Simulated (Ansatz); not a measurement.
Isolated molecules relaxed with PBE0-D4/def2-TZVP in Ansatz; ΔE leaves out vibrations. CCSD(T)/CBS adds triple-zeta CCSD(T) − MP2 to the extrapolated MP2 energy (def2 sets, frozen cores). This one scheme is used for every species. Functionals use def2-TZVPP. One conformer a species, not always the lowest.

`OCN[SiH2]O` + H₂S → `OCN[SiH2]S` + H₂O  (ligand exchange at the Si–O bond)

CCSD(T)/CBS gives +35.2 kJ/mol.

**Question.** Another level gave +37.3 kJ/mol. Which?
A. SCS-MP2/def2-TZVPP
B. PBE/def2-TZVPP
C. HF/def2-TZVPP
D. r2SCAN/def2-TZVPP

**Answer.** D. r2SCAN 37.3, PBE 28.8, SCS-MP2/def2-TZVPP 43.8, HF/def2-TZVPP 56.7 kJ/mol.

Largest T1 diagnostic among the species: 0.011.

In def2-TZVPP, CCSD(T) changes the Hartree–Fock value by −15.8 kJ/mol (the triples alone add −3.3 kJ/mol) and MP2 by −18.9 kJ/mol. The D4 term adds −6.4 kJ/mol with B3LYP and −3.6 kJ/mol with PBE0; it sums over pairs of atoms, weighted by their polarisabilities, and B3LYP, whose exchange is more repulsive, gets the larger term.

B3LYP here is the variant with VWN-RPA as its local correlation; programs differ in this.
